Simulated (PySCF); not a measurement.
Compound: SiEt(vinyl)3, C8H14Si.
Geometry (PBE0-D3(BJ)/def2-SVP, Å), atoms numbered from 1 in this order:
```xyz
23
C8H14Si angstrom
Si    -0.0574    0.0377    0.0448
C     -0.0230    0.0095    1.9345
C      0.6414   -1.2199    2.5461
H     -1.0658    0.1017    2.2866
H      0.4936    0.9290    2.2626
H      0.6345   -1.1865    3.6470
H      0.1291   -2.1482    2.2471
H      1.6929   -1.3105    2.2293
C      1.7040   -0.0022   -0.6075
C      2.3543    1.0390   -1.1404
H      2.2496   -0.9540   -0.5330
H      1.8745    2.0176   -1.2556
H      3.3908    0.9627   -1.4887
C     -0.9457    1.5913   -0.5248
C     -1.0039    1.9927   -1.8008
H     -1.4600    2.2055    0.2273
H     -0.5133    1.4288   -2.6029
H     -1.5396    2.8988   -2.1075
C     -0.9432   -1.4927   -0.5888
C     -2.0922   -1.4850   -1.2749
H     -0.4878   -2.4703   -0.3746
H     -2.5999   -0.5480   -1.5310
H     -2.5757   -2.4076   -1.6165
```

The calculation used PBE0-D3(BJ)/def2-SVP geometry optimisation, gas phase (PySCF 2.14.0).

Take the most abundant isotopes and a rigid rotor. The values belong to one conformer.

(1) Give the principal moments of inertia and the rotational constants in GHz.

(2) Classify the top.

(3) What does the inertial defect say?

(4) Give the other two planar moments, Paa and Pbb, and the rms extents of the mass along the axes.

(5) Which lines would a microwave search look for?

Results:

(1) Ia = 371.64, Ib = 443.79, Ic = 587.61 u·Å²; 505379 MHz·u·Å²/I gives 1360, 1139 and 860.1 MHz, that is A = 1.3598, B = 1.1388, C = 0.8601 GHz.

(2) An asymmetric top; Ray's κ = 0.115.

(3) Not planar: Δ = Ic − Ia − Ib = -227.83 u·Å². For a rigid frame Δ = −2 Σ m c², so Σ m c² = 113.92 u·Å² lies off the ab plane: 27.04 from hydrogen and 86.88 from heavier atoms. The atom farthest from that plane is 2.33 Å away.

(4) Paa = Σ m a² = (Ib + Ic − Ia)/2 = 329.88 and Pbb = Σ m b² = (Ia + Ic − Ib)/2 = 257.73 u·Å². With the mass M = 138.09 u, the rms extents √(P/M) along a, b and c are 1.55, 1.37, 0.91 Å.

(5) The dipole components are |μa| = 0.12 D, |μb| = 0.02 D, |μc| = 0.17 D. Intensities carry the squares of the components, which stand as 0.56 : 0.01 : 1.00 (a : b : c). Some of the stronger lines:

| type | branch | J(Ka,Kc) | MHz | lower level (cm⁻¹) |
| --- | --- | --- | --- | --- |
| c | Q | 2(2,1) ← 2(1,1) | 663 | 0.226 |
| c | Q | 4(3,2) ← 4(2,2) | 904 | 0.754 |
| c | Q | 3(3,1) ← 3(2,1) | 1302 | 0.467 |
| c | Q | 4(4,1) ← 4(3,1) | 2057 | 0.795 |
| c | R | 2(2,1) ← 1(1,1) | 5218 | 0.074 |
| c | R | 3(1,2) ← 2(0,2) | 7206 | 0.195 |
| a | R | 4(0,4) ← 3(0,3) | 7265 | 0.381 |
| c | R | 3(3,1) ← 2(2,1) | 7875 | 0.248 |
| c | R | 4(2,2) ← 3(1,2) | 9542 | 0.436 |
| a | R | 5(2,4) ← 4(2,3) | 9676 | 0.711 |
| a | R | 5(4,2) ← 4(4,1) | 10312 | 0.863 |
| c | R | 5(3,3) ← 4(2,3) | 12357 | 0.711 |

Whether it is a minimum is left open (no frequencies). Zero-point vibration and centrifugal distortion are left out. A rigid rotor knows nothing of internal rotation, which can split or shift real lines.

The run took 66 s wall, 2.9 min CPU on Intel Xeon 6975P-C, 2 threads, on a shared host, and the process peaked at 0.99 GiB of memory. This is the geometry optimisation.
